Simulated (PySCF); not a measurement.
A species of formula C5H5FO has this rotational fingerprint, computed with PBE0/def2-SVPD in PySCF (dipole) on a GFN2-xTB geometry, gas phase:

```
Rotational constants : A = 3852, B = 1767, C = 1331 MHz
Dipole components    : |μa| = 1.62 D, |μb| = 0.09 D, |μc| = 0.79 D
Inertial defect      : -37.63 u·Å²
κ                    : -0.65
```

Question: Which structure is it? (One computed conformer of each.)
A. `[CH2:1]=[CH:2][CH2:3][C:4]([F:5])=[C:6]=[O:7]` with C1–C2–C3–C4 119°, C2–C3–C4–F5 76°
B. `[F:1][CH2:2][c:3]1[cH:4][cH:5][o:6][cH:7]1` with F1–C2–C3–C4 87°
C. `[CH2:1]=[CH:2]/[CH:3]=[CH:4]\[C:5](=[O:6])[F:7]` with C1–C2–C3–C4 180°, C3–C4–C5–O6 0°

Answer: A. It is C=CCC(F)=C=O, an asymmetric top, point group C1. The candidates at the same level (rigid rotor, commonest isotopes):

```json
{"SMILES": "C=C/C=C\\C(=O)F", "A (MHz)": "7913", "B (MHz)": "1409", "C (MHz)": "1196", "μa (D)": "3.39", "μb (D)": "2.22", "μc (D)": "0.00", "Δ (u·Å²)": "0.00", "point group": "Cs", "rotor": "near-prolate asymmetric top"}
{"SMILES": "FCc1ccoc1", "A (MHz)": "7230", "B (MHz)": "1798", "C (MHz)": "1578", "μa (D)": "0.90", "μb (D)": "0.30", "μc (D)": "1.46", "Δ (u·Å²)": "-30.79", "point group": "C1", "rotor": "near-prolate asymmetric top"}
{"SMILES": "C=CCC(F)=C=O", "A (MHz)": "3852", "B (MHz)": "1767", "C (MHz)": "1331", "μa (D)": "1.62", "μb (D)": "0.09", "μc (D)": "0.79", "Δ (u·Å²)": "-37.63", "point group": "C1", "rotor": "asymmetric top"}
```

`C=C/C=C\C(=O)F` has A 105 % too high; `FCc1ccoc1` has A 88 % too high. No structure here is proved a minimum.
